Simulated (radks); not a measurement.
All-electron atom: Tm60+ in [He] 2s2 2p5.

Method: scalar-relativistic Kohn-Sham, LB94 model potential, spin-polarised, spherical densities, finite nucleus; open shells are filled with parallel spins first (spin-orbit coupling, left out, can overturn this in heavy ions); Fermi nuclear charge, rms radius 5.2256 fm; computed with a radial shooting solver on a logarithmic mesh with Libxc functionals.

Energy parts (eV):
kinetic: 273122.41
electron-nucleus: -531034.12
Hartree: 16782.42
(The LB94 potential has no energy functional, so no total or exchange-correlation energy is given.)

Orbitals (lengths in bohr, moments of r in powers of bohr; <r^-3> diverges for s and p1/2; r(max) is where P^2 peaks):
[
 {"orbital": "1s down", "occ.": "1", "eigenvalue (eV)": "-64898.30", "<r>": "0.01996", "<r^4>": "7.964e-07", "r(max)": "0.01260", "<r^-3>": "-"},
 {"orbital": "1s up", "occ.": "1", "eigenvalue (eV)": "-64895.79", "<r>": "0.01996", "<r^4>": "7.971e-07", "r(max)": "0.01260", "<r^-3>": "-"},
 {"orbital": "2s up", "occ.": "1", "eigenvalue (eV)": "-15047.09", "<r>": "0.08309", "<r^4>": "0.0001121", "r(max)": "0.07104", "<r^-3>": "-"},
 {"orbital": "2s down", "occ.": "1", "eigenvalue (eV)": "-15026.10", "<r>": "0.08312", "<r^4>": "0.0001123", "r(max)": "0.07105", "<r^-3>": "-"},
 {"orbital": "2p up", "occ.": "3", "eigenvalue (eV)": "-13942.58", "<r>": "0.07340", "<r^4>": "0.00008295", "r(max)": "0.05756", "<r^-3>": "15980"},
 {"orbital": "2p down", "occ.": "2", "eigenvalue (eV)": "-13921.33", "<r>": "0.07342", "<r^4>": "0.00008312", "r(max)": "0.05756", "<r^-3>": "15980"}
]

The highest occupied level is 2p down at -13921.3 eV. The density falls to 0.001 e/bohr^3 at r = 0.33 bohr. For comparison, the ionisation energy in NIST's Atomic Spectra Database is 13651 eV (theoretical). In exact Kohn-Sham theory the highest level is minus the ionisation energy, but local and semilocal functionals leave it too shallow, through self-interaction and a potential that decays too fast; potentials with the right tail come closer. Summed over all electrons, <r^2> = 0.05010 bohr^2, which gives a Langevin (diamagnetic) susceptibility term of -0.0397 x 10^-6 cm^3/mol. The spin density at the nucleus is 1.28 e/bohr^3 (1s -63.89, 2s 65.17). The electron density at the nucleus is 9.777e+05 e/bohr^3 (large components only).
